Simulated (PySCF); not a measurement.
CdCl, SMILES [Cl][Cd] (connectivity only; charge and spin as stated), neutral, multiplicity 2.

Geometry optimised at r2SCAN-D4/def2-TZVPD. The spin state was assumed, not searched. The def2 effective core potentials stand for the cores of Cd; spin–orbit coupling is left out.

Two levels are set side by side: PBE/def2-TZVPD (PySCF) and ωB97X/def2-TZVPD (PySCF). Same geometry, gas phase. Differences are taken from unrounded values.

```csv
quantity,ωB97X
α-spin orbital gap (eV),9.24
β-spin orbital gap (eV),8.52
dipole moment (D),3.80
mean polarisability (bohr³),54.9
```

Problem. What does PBE give, and how far is it from ωB97X? (Estimate from the structure and the level; the computed values follow.)

Solution. 
| quantity | PBE | PBE minus ωB97X |
|---|---|---|
| α-spin orbital gap (eV) | 4.01 | -5.23 |
| β-spin orbital gap (eV) | 2.19 | -6.33 |
| dipole moment (D) | 3.27 | -0.52 |
| mean polarisability (bohr³) | 56.0 | 1.1 |

Rough cost on one machine, each run with all the roots and properties that it gave: ωB97X against PBE within a factor of 2.
